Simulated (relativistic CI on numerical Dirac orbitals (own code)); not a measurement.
Transition arrays of Rb XIV

Calculated at this level of theory: Dirac-Coulomb-Breit CI, orbitals from a KLI potential per configuration, model QED (radiative potential, 1s self-energy scaled to tabulated hydrogen-like ionisation energies), valence Slater integrals scaled by 0.9, whole transition arrays (own radial code, finite nucleus).

Configuration list (outside the closed core [Ne] 3s2): 3p⁶3d⁶, 3p⁶3d⁵4f, 3p⁵3d⁷, 3p⁶3d⁵4p, 3p⁶3d⁵5f. Levels of other configurations are missing.

All E1 lines from the levels of 3p⁶3d⁶; mean and standard deviation are weighted by gf, and upper levels are sorted by their leading configuration.

```
Upper configuration  Lines    Σgf  Mean (eV)  Mean (nm)  σ (eV)  Strongest line (nm)
           3p⁶3d⁵4f   5470  642.1     280.01      4.428    4.20                4.389
             3p⁵3d⁷   1718  208.0     136.71      9.069    9.49                8.283
           3p⁶3d⁵4p   3245   61.9     200.39      6.187    4.08                6.122
           3p⁶3d⁵5f   5470  330.6     340.94      3.637    4.68                3.626
```

Σgf per state of the lower configuration in bins of 0.2 nm over the central range (centre: value): 3.5: 0.30, 3.7: 1.27, 4.3: 1.00, 4.5: 2.00, 4.7: 0.05, 6.1: 0.15, 6.3: 0.11, 8.3: 0.12, 8.5: 0.17, 8.7: 0.10, 8.9: 0.06, 9.1: 0.09, 9.3: 0.10, 9.5: 0.10, 9.7: 0.06.

(1) How do configuration mixing and the scaling of the Slater integrals move the arrays?

Answers

(1) Slater scale 0.9, no configuration mixing: 3p⁶3d⁵4f 280.1 ± 4.2 eV (Σgf 657.9), 3p⁵3d⁷ 137.2 ± 9.7 eV (Σgf 232.9), 3p⁶3d⁵4p 200.6 ± 4.1 eV (Σgf 66.2), 3p⁶3d⁵5f 340.7 ± 4.7 eV (Σgf 244.1); Slater scale 1: 3p⁶3d⁵4f 280.6 ± 4.6 eV (Σgf 646.8), 3p⁵3d⁷ 137.7 ± 10.3 eV (Σgf 206.6), 3p⁶3d⁵4p 200.5 ± 4.5 eV (Σgf 61.6), 3p⁶3d⁵5f 341.2 ± 5.2 eV (Σgf 334.2); Slater scale 0.8: 3p⁶3d⁵4f 279.5 ± 3.8 eV (Σgf 637.3), 3p⁵3d⁷ 135.7 ± 8.7 eV (Σgf 209.3), 3p⁶3d⁵4p 200.3 ± 3.6 eV (Σgf 62.3), 3p⁶3d⁵5f 340.7 ± 4.2 eV (Σgf 327.1). With mixing, levels are counted to their leading configuration, so an array can shrink or vanish into another, and the sums then hold other lines.
